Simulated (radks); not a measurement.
Results of a calculation; reference values are marked as such.
Problem. Zr, configuration [Kr] 4d2 5d2 (not the ground configuration). Code: a radial shooting solver on a logarithmic mesh with Libxc functionals. Model: scalar-relativistic Kohn-Sham, PBE, spin-polarised, spherical densities, point nucleus; open shells are filled with parallel spins first (spin-orbit coupling, left out, can overturn this in heavy ions). Some entries of the table are withheld. Estimate them.

orbital  occ.  eigenvalue (hartree)  <1/r> (bohr^-1)
1s down     1             -655.2948            41.26
1s up       1             -655.2944            41.26
2s up       1             -90.99521            9.250
2s down     1             -90.98882            9.250
2p up       3             -81.16833            9.013
2p down     3             -81.16371            9.013
3s up       1             -15.10445            3.140
3s down     1             -15.10110            3.140
3p up       3             -11.90323            2.981
3p down     3             -11.89952            2.981
3d up       5              -6.65054            2.740
3d down     5              -6.64467            2.740
4s up       1                   (1)            1.112
4s down     1                   (2)            1.119
4p up       3              -1.44403           0.9738
4p down     3              -1.39428           0.9819
4d up       2              -0.36388           0.6506
5s up       0                   (3)           0.3912
4d down     0              -0.30634           0.6485
5p up       0              -0.17942              (4)
5d up       2              -0.04948           0.1645

Solution. 
(1) 4s up eigenvalue (hartree): -2.25070
(2) 4s down eigenvalue (hartree): -2.20825
(3) 5s up eigenvalue (hartree): -0.32365
(4) 5p up <1/r> (bohr^-1): 0.2963
